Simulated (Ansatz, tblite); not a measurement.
Forces on Mg4⁺ at its PBE0/def2-TZVP geometry. Charge 1, multiplicity 2.

The xTB rows come from tblite. The structure comes from a short search, and lower isomers may exist.

GFN1-xTB (tblite), largest force 0.24 eV/Å:

```xyz
4
positions Å, forces eV/Å
Mg    1.364    0.605    1.307   -0.223   -0.071   -0.061
Mg   -0.269   -1.853    0.658    0.132    0.175   -0.103
Mg    0.056   -0.369   -1.949   -0.114    0.015    0.214
Mg   -1.151    1.617   -0.016    0.205   -0.119   -0.050
```

GFN2-xTB (tblite), largest force 0.12 eV/Å:

```
Mg -0.108 -0.021 0.057
Mg 0.115 0.015 -0.046
Mg -0.115 -0.016 0.046
Mg 0.109 0.022 -0.056
```

PBE/def2-TZVP (Ansatz), largest force 0.02 eV/Å:

```
Mg 0.016 -0.001 0.011
Mg -0.003 -0.013 0.012
Mg 0.001 0.004 -0.017
Mg -0.014 0.010 -0.005
```
